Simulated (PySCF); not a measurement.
A structure optimised at PBE-D3(BJ)/def2-SVP, used in a PySCF frequency run:

```xyz
10

In     0.5305     0.4329     0.0000
H      2.2689     0.4594     0.0000
Br    -0.3696    -1.9425     0.0000
C     -1.0807     1.9086     0.0000
C     -0.6426     3.3730     0.0000
H     -1.6977     1.6539     0.8871
H     -1.6977     1.6539    -0.8871
H     -0.0359     3.6316    -0.8921
H     -0.0359     3.6316     0.8921
H     -1.5205     4.0554     0.0000
```
Charge 0, spin multiplicity 1.

Question: Write its SMILES, formula and point group.

Answer: C[CH2][InH][Br], C2H6BrIn, Cs

Question: What are its rotational constants (standard atomic weights)?

Answer: 6.5323, 0.91321, 0.80939 GHz
